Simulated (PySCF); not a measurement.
C₂H₆ClFSi₂, SMILES F[SiH2]/C=C(/[SiH3])Cl.

Geometry: B3LYP-D3(BJ)/def2-SVP. The structure was generated by enumeration; whether it is a known compound was not checked. One conformer was computed; it need not be the lowest.

Level of theory: PBE/def2-TZVP in PySCF.

Symmetry labels are those of the subgroup Cs that the program uses (full group Cs).

Computed valence orbital energies around the gap with their symmetry:
```csv
orbital,symmetry,energy (eV)
HOMO−7,A",-9.64
HOMO−6,A',-9.63
HOMO−5,A',-8.91
HOMO−4,A",-8.62
HOMO−3,A",-8.19
HOMO−2,A',-8.09
HOMO−1,A',-7.42
HOMO,A",-6.83
LUMO,A",-2.40
LUMO+1,A',-1.18
LUMO+2,A',-0.67
LUMO+3,A',-0.21
```
